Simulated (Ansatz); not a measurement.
```yaml
crystal:
  periodic: [false, false, false]
  atoms:
    - {symbol: C, position_ang: [-0.467698, -1.111356, -0.559754]}
    - {symbol: C, position_ang: [0.381428, -0.197732, 0.244671]}
    - {symbol: C, position_ang: [1.551568, -0.752077, 0.968506]}
    - {symbol: O, position_ang: [0.163193, 1.010911, 0.334291]}
    - {symbol: B, position_ang: [-1.091335, 1.817253, -0.404494]}
    - {symbol: F, position_ang: [-0.860428, 3.095832, -0.049606]}
    - {symbol: F, position_ang: [-0.922665, 1.542465, -1.731122]}
    - {symbol: F, position_ang: [-2.209611, 1.255243, 0.140864]}
    - {symbol: H, position_ang: [-1.519974, -0.929029, -0.335483]}
    - {symbol: H, position_ang: [-0.334345, -0.855232, -1.615177]}
    - {symbol: H, position_ang: [-0.203737, -2.153859, -0.395251]}
    - {symbol: H, position_ang: [1.197906, -1.484473, 1.701113]}
    - {symbol: H, position_ang: [2.116883, 0.033421, 1.464205]}
    - {symbol: H, position_ang: [2.185914, -1.300466, 0.266038]}
basis:
  gaussian: {orbitals: def2-SVPD}
hamiltonian: {xc: {name: HF}}
correlation: {active_space: {window: {electrons: 6, orbitals: 2}}}
scf: {lower_state_search: off}
output: {forces: true}
```

```sh
$ ansatz run in.yaml --threads 4 --pin off --events-out ev --progress --plain --max-ram 11315MiB
```

Output, abridged:

```
Functional definition: HF
2164 factors; integrals over basis functions are off by at most 9.6e-4 eV
mean field evaluation 1: about -14002.9975 eV, gradient 5.1e1 eV
mean field evaluation 2: about -14003.0872 eV, gradient 5.1e1 eV
mean field evaluation 4: about -14008.2855 eV, gradient 4.6e0 eV
mean field evaluation 8: about -14008.3659 eV, gradient 4.4e-1 eV
mean field -14008.36697288 eV, -514.7979910411 hartree, gradient 1.3e-6 eV, S^2 0.000000; 0 other end points of the search recorded, 0 dependent functions left out
reference -14008.36697288 eV, -514.7979910411 hartree; 32, 32 occupied and 188, 188 virtual orbitals, 2164 factors
Error: 6 electrons in 2 orbitals form no window around the highest filled level of the reference
```

Question: Something in this input is off. What?

Answer: The active space doesn't fit the electrons. The run stopped with an error.
